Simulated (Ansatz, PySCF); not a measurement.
Input for PySCF:
```python
from pyscf import gto, scf, dft

mol = gto.Mole()
mol.atom = '''
    Si    0.062054   -0.406307    0.001369
    O    -0.162996    1.067245   -0.003595
    H    -0.860309   -1.589472    0.001903
    H     1.295528   -1.260200    0.007696
'''
mol.basis = 'cc-pvtz'
mol.charge = 1
mol.spin = 1
mol.verbose = 3
mol.build()

mf = dft.UKS(mol)
mf.xc = 'wb97x_v'
mf.grids.atom_grid = (99, 590)
mf.grids.prune = None
mf.kernel()
```

**Question.** Write the same job for Ansatz (an electronic-structure program).

**Answer.** This is not unique; one that fits is 
Ansatz 0.2 input:
```yaml
crystal:
  periodic: [false, false, false]
  atoms:
    - {symbol: Si, position_ang: [0.06205352, -0.40630650, 0.00136860]}
    - {symbol: O, position_ang: [-0.16299598, 1.06724530, -0.00359490]}
    - {symbol: H, position_ang: [-0.86030940, -1.58947155, 0.00190326]}
    - {symbol: H, position_ang: [1.29552799, -1.26019987, 0.00769553]}
basis:
  gaussian:
    orbitals: cc-pVTZ
hamiltonian:
  xc: {name: wB97X-V}
total_charge: 1
magnetization: {spin_polarized: true, initial_magnetization: 1}
accuracy: high
```

Both were run: PySCF gave -365.450084 Eh and Ansatz -365.450084 Eh, 0.000 mEh apart.
